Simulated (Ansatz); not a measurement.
Input file for Ansatz (a program for electronic structure): R-B3LYP/def2-TZVPP on BaF2 (SMILES [F][Ba][F]), atoms moved off the minimum. Elements past Kr take the def2 small-core potentials; no spin–orbit coupling.

Ansatz 0.2 input:
```yaml
crystal:
  periodic: [false, false, false]
  atoms:
    - {symbol: Ba, position_ang: [0.23965679, -0.02088765, 0.03832688]}
    - {symbol: F, position_ang: [-1.18753525, 1.44203897, -1.17451856]}
    - {symbol: F, position_ang: [-0.39680222, -1.55201888, 1.37377583]}
basis:
  gaussian:
    orbitals: def2-TZVPP
hamiltonian:
  xc: {name: B3LYP}
scf: {lower_state_search: off}
output: {forces: true}
```

It printed:

```
WARN ansatz: RAYON_NUM_THREADS=1 ignored (pool sized by the plan → 1); use --threads N
Functional definition: B3LYP
these checks for a lower state are left out or cut short: stability, starts, cluster_reference, orbital_swaps, neighbouring_geometries, increment
integrals: 0.02 GiB planned
599 factors; their error is unknown
mean field: 0.23 GiB planned
mean field evaluation 1: about -6126.7576 eV, gradient 7.0e1 eV
mean field evaluation 2: about -5963.4444 eV, gradient 2.8e2 eV
mean field evaluation 4: about -6133.0756 eV, gradient 3.1e1 eV
mean field evaluation 8: about -6134.3791 eV, gradient 2.6e-2 eV
mean field evaluation 16: about -6134.4019 eV, gradient 2.7e-5 eV
mean field -6134.40189874 eV, -225.4351117318 hartree, gradient 5.8e-6 eV, S^2 0.000000; 0 other end points of the search recorded, 0 dependent functions left out
the calculation of the forces begins
reference -6134.40218538 eV, -225.4351222655 hartree; 14, 14 occupied and 88, 88 virtual orbitals, 599 factors
Total energy: -6134.40218538 eV, -225.4351222655 hartree
Atom 0 at     0.239657    -0.020888     0.038327 Å, force    -0.233195     1.597780    -1.365752 eV/Å
Atom 1 at    -1.187535     1.442039    -1.174519 Å, force     0.645414    -0.706221     0.586846 eV/Å
Atom 2 at    -0.396802    -1.552019     1.373776 Å, force    -0.412219    -0.891558     0.778906 eV/Å
Dipole moment:     1.365553    -0.096348     0.040446 e Å
Checks for a lower state left out: stability, starts, cluster_reference, orbital_swaps, neighbouring_geometries, increment
```

Self-consistency was reached.

Cost: about 1.0 core-seconds (a rough figure).
